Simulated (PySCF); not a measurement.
Below is a simulated gas-phase C 1s photoelectron spectrum of `BCCC` (C3H9B).

Every computed line was given a Gaussian of 1.0 eV full width at half maximum and an area set by the number of equivalent atoms; the highest printed point is 100. Method used: delta-SCF UKS SCAN, pcX-2 on the ionised atom, pcseg-1 elsewhere, spin-free X2C in PySCF.

binding energy (eV), intensity and a bar:
```
    288.8          0 
    288.9          0 
    289.0          1 
    289.1          1 
    289.2          2 #
    289.3          4 #
    289.4          7 ##
    289.5         11 ###
    289.6         17 #####
    289.7         26 ########
    289.8         36 ###########
    289.9         48 ##############
    290.0         61 ##################
    290.1         75 ######################
    290.2         86 ##########################
    290.3         95 #############################
    290.4        100 ##############################
    290.5        100 ##############################
    290.6         95 #############################
    290.7         86 ##########################
    290.8         74 ######################
    290.9         61 ##################
    291.0         48 ##############
    291.1         35 ###########
    291.2         25 #######
    291.3         16 #####
    291.4         10 ###
    291.5          6 ##
    291.6          4 #
    291.7          2 #
    291.8          1 
    291.9          0 
    292.0          0
```

Problem. Count the maxima, the lines and the sites behind this envelope.

Solution. The curve has 1 maximum (at 290.4 eV). Under it lie 3 lines from 3 inequivalent carbon sites. At this width some lines have no maximum of their own.

Problem. Decompose the envelope and assign each component. Numbering: `[BH2:1][CH2:2][CH2:3][CH3:4]`.

Solution. 
| position (eV) | relative area | line | atoms | environment |
| --- | --- | --- | --- | --- |
| 290.24 | 1 | C 1s | C2 | sp3 carbon bound to boron |
| 290.53 | 1 | C 1s | C4 | methyl carbon |
| 290.56 | 1 | C 1s | C3 | chain CH2 carbon |

The listed C 1s values span 0.32 eV, from C2 (bonded to C, 2 H and B) to C3 (bonded to 2 C and 2 H). Summing the Pauling electronegativity differences to the bonded atoms, each weighted by its formal bond order, gives -1.21 for the lowest site and -0.70 for the highest; no listed site has a larger sum than the highest. The values 290.53 and 290.56 eV lie too close for their order to be trusted.

Shake-up satellites, vibrational structure and lifetime widths aren't simulated. One conformer (not necessarily the lowest) at the PBE0-D3(BJ)/def2-SVP geometry, without solvent, vibrations or thermal averaging.

The values belong to the conformer `[BH2:1][CH2:2][CH2:3][CH3:4]`: B1–C2–C3–C4 -179°.
